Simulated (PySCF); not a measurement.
Si(H)(Et)(Vi)(OMe), SMILES C=C[SiH](CC)OC (C5H12OSi) at its GFN2-xTB optimised geometry (Å):

```
19

Si    -0.2220    -0.2853     0.0000
C     -0.7757    -1.2763     1.5144
C     -1.8260    -0.9749     2.2640
C     -0.9403    -1.0028    -1.6014
C     -0.5865    -2.4732    -1.7745
O     -0.8046     1.2350     0.0000
C     -0.5704     2.2345     0.9447
H      1.2521    -0.2853     0.0000
H     -0.2027    -2.1582     1.7761
H     -2.4412    -0.1145     2.0521
H     -2.1264    -1.5649     3.1177
H     -0.5683    -0.4423    -2.4591
H     -2.0255    -0.8937    -1.6070
H      0.4923    -2.6075    -1.7944
H     -0.9958    -2.8685    -2.7029
H     -0.9837    -3.0607    -0.9502
H     -1.2521     3.0607     0.7395
H     -0.7401     1.8666     1.9589
H      0.4594     2.5930     0.8749
```

Method: CAM-B3LYP/def2-SVP (PySCF). Cells within 0.4 Å of a nucleus heavier than hydrogen are left out (blank, or x).

Map of the electrostatic potential (hartree/e), clipped to [-0.08, 0.12] on the plane z = 1.2 Å:

```
|11111111111111111111111111111|
|11111111111111111111111111111|
|11111111122222111111111111111|
|11111111222222222211111111111|
|11111111234432222221111111111|
|11111112248964433222111111111|
|11111111259999998422111111111|
|11111111249999999732111111111|
|111111112399xx999632111111111|
|11111111139999997321111111111|
|11111111125999974221111111111|
|11111111112699853211111111111|
|11111122212468864211111111111|
|11111123333589995211111111111|
|11111124545799996211111111111|
|11111123468999995211011111111|
|11111112479999984211011111111|
|111111113699x9973211111111111|
|11111000139999953211111111111|
|11111000005999953211111111111|
|11111000001479953211111111111|
|11111100000135542211111111111|
|11111110000122322211111111111|
|11111111111112222111111111111|
|11111111111111111111111111111|
|11111111111111111111111111111|
|11111111111111111111111111111|
|11111111111111111111111111111|
|11111111111111111111111111111|
```
Scale: ten equal steps from -0.021 (start of '0') to 0.120 (end of '9'), in the order '0123456789'; x runs from -5.50 to 5.50, y from -5.50 (bottom) to 5.50 (top).
